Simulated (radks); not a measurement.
Values are calculated unless marked as measured or tabulated.
Ionisation of neutral samarium, [Xe] 4f6 6s2, to [Xe] 4f6 6s1 as the strength of local exchange is varied. Code: a radial shooting solver on a logarithmic mesh with Libxc functionals. Model: scalar-relativistic Kohn-Sham, Slater X-alpha exchange (alpha = 2/3 is LDA exchange), no correlation, spin-polarised, spherical densities, finite nucleus; open shells are filled with parallel spins first (spin-orbit coupling, left out, can overturn this in heavy ions); Fermi nuclear charge, rms radius 5.0819 fm.

alpha  E(Sm) (hartree)  exchange (hartree)  IE (eV)  -e of the level emptied (eV)  <r> of it (bohr)
0.667      -10413.5510           -222.2173    4.709                    2.742 (6s)             4.528
0.722      -10431.9568           -240.9954    4.922                    2.968 (6s)             4.456
0.751      -10441.6756           -250.9234    5.038                    3.091 (6s)             4.418
0.952      -10509.2999           -320.2408    5.891                    4.005 (6s)             4.171
0.988      -10521.4600           -332.7490    6.053                    4.179 (6s)             4.130
1.035      -10537.3574           -349.1217    6.267                    4.412 (6s)             4.077
x          -10510.9880           -321.9763    5.914                    4.029 (6s)             4.165

Which alpha was used in the last row?

Answer. alpha = 0.957. NIST Atomic Spectra Database: 5.644 eV (measured). The Delta-SCF value meets it near alpha = 0.89. Open shells are spherical and high-spin; term and fine-structure splittings are not resolved. Spin-orbit splitting is averaged out at the scalar-relativistic level.
